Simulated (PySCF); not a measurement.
Cartesian coordinates (Å):
```xyz
11

Mo     0.0132     0.2739     0.6211
F     -1.2329     1.4957    -0.1210
F      0.2212    -0.3566    -1.1512
O     -0.5568     0.5017     2.3795
H     -1.3378     0.0599     2.7658
O      1.5708    -0.6552     1.0722
H      2.4147    -0.6506     0.5830
O      1.1451     1.7953     0.3931
H      0.7185     2.5699    -0.0263
O     -1.3527    -1.0809     0.6333
H     -1.5604    -1.4509    -0.2476
```
Charge 0, multiplicity 1.

### Question
Predict the LUMO, charge on the central atom (Mulliken) and dipole moment from TPSSh-D3(BJ)/def2-TZVP // TPSS-D3(BJ)/def2-SVP (PySCF).

### Answer

```json
{
  "LUMO": "-4.15 eV",
  "charge on the central atom (Mulliken)": "1.79 e",
  "dipole_moment": "0.97 D"
}
```
